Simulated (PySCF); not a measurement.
C3H9S (SMILES C[S+](C)C), charge +1, singlet, geometry from GFN2-xTB; CAMB3LYP/6-31G* (PySCF).

The PySCF input:
```python
from pyscf import gto, scf, dft

mol = gto.M(
    atom='''
C    -0.326997    1.592663   -0.024168
S    -0.127080   -0.117060    0.533021
C     1.566987   -0.433964   -0.017695
C    -1.048420   -0.982234   -0.761654
H    -0.051125    1.694831   -1.069296
H     0.300896    2.229444    0.593224
H    -1.365093    1.880201    0.119329
H     1.690898   -0.169192   -1.063342
H     1.783242   -1.488623    0.130090
H     2.242782    0.151561    0.599861
H    -0.714666   -0.673473   -1.747611
H    -0.898313   -2.050760   -0.632686
H    -2.104762   -0.759819   -0.636809
''',
    basis='6-31g*',
    charge=1,
    spin=0,
    verbose=4,
)

mf = dft.RKS(mol)
mf.xc = 'camb3lyp'
mf.kernel()
```

What the program printed (banner, timings and long lists left out):

```
PySCF version 2.14.0

[INPUT] verbose = 4
[INPUT] num. atoms = 13
[INPUT] num. electrons = 42
[INPUT] charge = 1
[INPUT] spin (= nelec alpha-beta = 2S) = 0
[INPUT] symmetry False subgroup None
[INPUT] Mole.unit = angstrom
[INPUT] Symbol           X                Y                Z      unit          X                Y                Z       unit  Magmom
[INPUT]  1 C     -0.326997000000   1.592663000000  -0.024168000000 AA   -0.617934773554   3.009696878728  -0.045670900978 Bohr   0.0
[INPUT]  2 S     -0.127080000000  -0.117060000000   0.533021000000 AA   -0.240146395910  -0.221211340142   1.007263708642 Bohr   0.0
[INPUT]  3 C      1.566987000000  -0.433964000000  -0.017695000000 AA    2.961176270754  -0.820073107921  -0.033438703774 Bohr   0.0
[INPUT]  4 C     -1.048420000000  -0.982234000000  -0.761654000000 AA   -1.981226663517  -1.856153250236  -1.439317461679 Bohr   0.0
[INPUT]  5 H     -0.051125000000   1.694831000000  -1.069296000000 AA   -0.096612248118   3.202766417423  -2.020676586093 Bohr   0.0
[INPUT]  6 H      0.300896000000   2.229444000000   0.593224000000 AA    0.568611031977   4.213038570055   1.121030890519 Bohr   0.0
[INPUT]  7 H     -1.365093000000   1.880201000000   0.119329000000 AA   -2.579651904561   3.553064949133   0.225499128718 Bohr   0.0
[INPUT]  8 H      1.690898000000  -0.169192000000  -1.063342000000 AA    3.195334124575  -0.319726542467  -2.009425156747 Bohr   0.0
[INPUT]  9 H      1.783242000000  -1.488623000000   0.130090000000 AA    3.369838993822  -2.813089772728   0.245834471545 Bohr   0.0
[INPUT] 10 H      2.242782000000   0.151561000000   0.599861000000 AA    4.238243737104   0.286408781165   1.133573002808 Bohr   0.0
[INPUT] 11 H     -0.714666000000  -0.673473000000  -1.747611000000 AA   -1.350523010538  -1.272679522289  -3.302506162277 Bohr   0.0
[INPUT] 12 H     -0.898313000000  -2.050760000000  -0.632686000000 AA   -1.697565544136  -3.875374747213  -1.195603262847 Bohr   0.0
[INPUT] 13 H     -2.104762000000  -0.759819000000  -0.636809000000 AA   -3.977423737392  -1.435849814241  -1.203394603658 Bohr   0.0

nuclear repulsion = 187.778059900564
number of shells = 44
number of NR pGTOs = 168
number of NR cGTOs = 78
basis = 6-31g*
ecp = {}

******** <class 'pyscf.dft.rks.RKS'> ********
method = RKS
initial guess = minao
damping factor = 0
level_shift factor = 0
DIIS = <class 'pyscf.scf.diis.CDIIS'>
diis_start_cycle = 1
diis_space = 8
diis_damp = 0
SCF conv_tol = 1e-09
SCF conv_tol_grad = None
SCF max_cycles = 50
direct_scf = True
direct_scf_tol = 1e-13
XC library pyscf.dft.libxc version 7.1.2
    S. Lehtola, C. Steigemann, M. J. T. Oliveira, and M. A. L. Marques,  SoftwareX 7, 1–5 (2018)
XC functionals = camb3lyp
    T. Yanai, D. P. Tew, and N. C. Handy,  Chem. Phys. Lett. 393, 51 (2004)
radial grids:
    Treutler-Ahlrichs [JCP 102, 346 (1995); DOI:10.1063/1.469408] (M4) radial grids

becke partition: Becke, JCP 88, 2547 (1988); DOI:10.1063/1.454033
pruning grids: <function nwchem_prune>
grids dens level: 3
symmetrized grids: False
atomic radii adjust function: <function treutler_atomic_radii_adjust>
small_rho_cutoff = 0
Set gradient conv threshold to 3.16228e-05
Initial guess from minao.
tot grids = 149512
init E= -518.10584923755
  HOMO = -0.337567667021708  LUMO = 0.00794464378947292  gap/eV = 9.40187
cycle= 1 E= -517.546237679104  delta_E= 0.56  |g|= 0.285  |ddm|= 2.99
  HOMO = -0.620035566827507  LUMO = -0.164217375854753  gap/eV = 12.40344
cycle= 2 E= -517.561069912454  delta_E= -0.0148  |g|= 0.185  |ddm|= 0.585
  HOMO = -0.580658970540432  LUMO = -0.126735596827103  gap/eV = 12.35188
cycle= 3 E= -517.570492741361  delta_E= -0.00942  |g|= 0.0262  |ddm|= 0.261
  HOMO = -0.583427511256123  LUMO = -0.127603825120448  gap/eV = 12.40359
cycle= 4 E= -517.570664630073  delta_E= -0.000172  |g|= 0.0103  |ddm|= 0.036
  HOMO = -0.583925235690318  LUMO = -0.128201013807785  gap/eV = 12.40089
cycle= 5 E= -517.570692906226  delta_E= -2.83e-05  |g|= 0.00132  |ddm|= 0.0102
  HOMO = -0.583681571675222  LUMO = -0.127923970784179  gap/eV = 12.40180
cycle= 6 E= -517.570693455442  delta_E= -5.49e-07  |g|= 0.000327  |ddm|= 0.002
  HOMO = -0.583771473116194  LUMO = -0.128003539307136  gap/eV = 12.40208
cycle= 7 E= -517.570693492269  delta_E= -3.68e-08  |g|= 3.28e-05  |ddm|= 0.000549
  HOMO = -0.583775537149974  LUMO = -0.128002916748251  gap/eV = 12.40220
cycle= 8 E= -517.57069349286  delta_E= -5.9e-10  |g|= 5.27e-06  |ddm|= 9.95e-05
  HOMO = -0.583774084287591  LUMO = -0.128001792033639  gap/eV = 12.40220
Extra cycle  E= -517.57069349287  delta_E= -1.05e-11  |g|= 1.85e-06  |ddm|= 1.37e-05
converged SCF energy = -517.57069349287
```
